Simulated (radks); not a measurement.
Species: S3+. Configuration: [Ne] 3s2 3p1. All-electron calculation, non-relativistic Kohn-Sham, LDA (Slater exchange, Perdew-Wang correlation), spin-polarised, spherical densities, point nucleus; open shells are filled with parallel spins first. Program: a radial shooting solver on a logarithmic mesh with Libxc functionals.

Normalised radial functions P(r) = r R(r), r in bohr:

r,2s down,3p up
0.01022,0.2957,0.0043
0.01153,0.3263,0.0054
0.013,0.3590,0.0068
0.01465,0.3936,0.0085
0.01652,0.4300,0.0107
0.01863,0.4678,0.0134
0.02083,0.5038,0.0164
0.02349,0.5425,0.0205
0.02649,0.5803,0.0254
0.02986,0.6162,0.0315
0.03367,0.6485,0.0388
0.03796,0.6754,0.0477
0.0428,0.6948,0.0584
0.04788,0.7039,0.0703
0.05398,0.7014,0.0853
0.06086,0.6833,0.1028
0.06862,0.6465,0.1232
0.07737,0.5880,0.1466
0.08724,0.5052,0.1729
0.09758,0.4041,0.2001
0.11,0.2694,0.2317
0.124,0.1077,0.2653
0.1399,-0.0788,0.2998
0.1577,-0.2856,0.3338
0.1778,-0.5060,0.3655
0.1989,-0.7158,0.3908
0.2242,-0.9342,0.4108
0.2528,-1.1336,0.4203
0.285,-1.3006,0.4160
0.3214,-1.4229,0.3948
0.3624,-1.4909,0.3539
0.4053,-1.5003,0.2962
0.457,-1.4515,0.2126
0.5152,-1.3468,0.1072
0.5809,-1.1963,-0.0176
0.655,-1.0146,-0.1573
0.7385,-0.8189,-0.3051
0.8327,-0.6264,-0.4526
0.9314,-0.4628,-0.5811
1.05,-0.3147,-0.6993
1.184,-0.1995,-0.7872
1.335,-0.1170,-0.8361
1.505,-0.0629,-0.8408
1.697,-0.0307,-0.8007
1.898,-0.0143,-0.7272
2.14,-0.0056,-0.6193
2.413,-0.0019,-0.4949
2.721,-0.0006,-0.3688
3.068,-0.0001,-0.2547
3.459,0.0000,-0.1617
3.869,0.0000,-0.0973
4.362,0.0000,-0.0512
4.918,0.0000,-0.0240
5.545,0.0000,-0.0100

2s down: eigenvalue -250.96 eV, 1 radial node at r = 0.133 bohr, <r> = 0.482 bohr, 90 % of the charge inside 0.755 bohr. 3p up: eigenvalue -41.027 eV, 1 radial node at r = 0.572 bohr, <r> = 1.65 bohr, 90 % of the charge inside 2.49 bohr.
